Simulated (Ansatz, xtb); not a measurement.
Isomers of C5H6OS in order of energy

6 gas-phase structures of C5H6OS, from a drawn sample of its isomers (lower ones may exist). Each was relaxed with GFN2-xTB; where two conformers were screened, the lower at r2SCAN-D4/def2-SVP is listed:

A. `O=C/C=C/C=C\S`, a singlet
B. `C=C/C=C(/S)C=O`, a singlet
C. `C=C/C=C(\S)C=O`, a singlet
D. `O=C/C=C\C=C/S`, a singlet
E. `C=C(C=O)/C=C/S`, a singlet
F. `O=C/C=C/C=C/S`, a singlet

Question: Which do you expect lowest at r2SCAN-D4/def2-SVP, and how would the others follow?

Answer: Calculated order at r2SCAN-D4/def2-SVP: C (0.0), F (9.9), A (13.7), D (18.1), E (24.8), B (29.9) kJ/mol. Less than 1 kcal/mol parts F and A, so the order within that pair means little.

Energies above the lowest of each column, in kJ/mol; the last columns are at PBE0-D3(BJ)/def2-SVP geometries and were run for some of them only (a dash: not run or not comparable):

```json
{"structure": "C", "GFN2-xTB": "0.0", "HF/STO-3G": "4.7", "r2SCAN-D4/def2-SVP": "0.0", "PBE0-D3(BJ)/def2-SVP": "0.0", "CCSD(T)/def2-SVP + ΔMP2/def2-TZVPP": "0.0"}
{"structure": "F", "GFN2-xTB": "5.9", "HF/STO-3G": "0.0", "r2SCAN-D4/def2-SVP": "9.9", "PBE0-D3(BJ)/def2-SVP": "11.2", "CCSD(T)/def2-SVP + ΔMP2/def2-TZVPP": "11.5"}
{"structure": "A", "GFN2-xTB": "6.2", "HF/STO-3G": "7.7", "r2SCAN-D4/def2-SVP": "13.7", "PBE0-D3(BJ)/def2-SVP": "14.0", "CCSD(T)/def2-SVP + ΔMP2/def2-TZVPP": "15.1"}
{"structure": "D", "GFN2-xTB": "12.1", "HF/STO-3G": "10.0", "r2SCAN-D4/def2-SVP": "18.1", "PBE0-D3(BJ)/def2-SVP": "17.7", "CCSD(T)/def2-SVP + ΔMP2/def2-TZVPP": "23.5"}
{"structure": "E", "GFN2-xTB": "17.2", "HF/STO-3G": "7.3", "r2SCAN-D4/def2-SVP": "24.8", "PBE0-D3(BJ)/def2-SVP": "20.7", "CCSD(T)/def2-SVP + ΔMP2/def2-TZVPP": "18.3"}
{"structure": "B", "GFN2-xTB": "24.8", "HF/STO-3G": "17.1", "r2SCAN-D4/def2-SVP": "29.9", "PBE0-D3(BJ)/def2-SVP": "–", "CCSD(T)/def2-SVP + ΔMP2/def2-TZVPP": "–"}
```

CCSD(T)/def2-SVP + ΔMP2/def2-TZVPP puts C lowest of those it was run on; HF/STO-3G picks F. CCSD(T)/def2-SVP + ΔMP2/def2-TZVPP orders those it was run on as C (0.0), F (11.5), A (15.1), E (18.3), D (23.5) kJ/mol. Less than 1 kcal/mol parts F and A; A and E, so the order within those pairs means little. Some further structures that were screened fall inside this span and aren't listed. Flexible structures stand in one conformer each, not always the lowest. Frequencies (GFN2-xTB) were run for A, C, D, E, F alone. ΔMP2 is the change of the MP2 energy from the smaller to the larger basis.

Over these structures GFN2-xTB departs from r2SCAN-D4/def2-SVP by 2.0 kJ/mol on average once a common shift is removed. A GFN2-xTB relaxation took about 0.058 s and the r2SCAN-D4/def2-SVP energy about 3.2 s on a shared host (Ansatz 0.2.0, xtb 6.7.1).
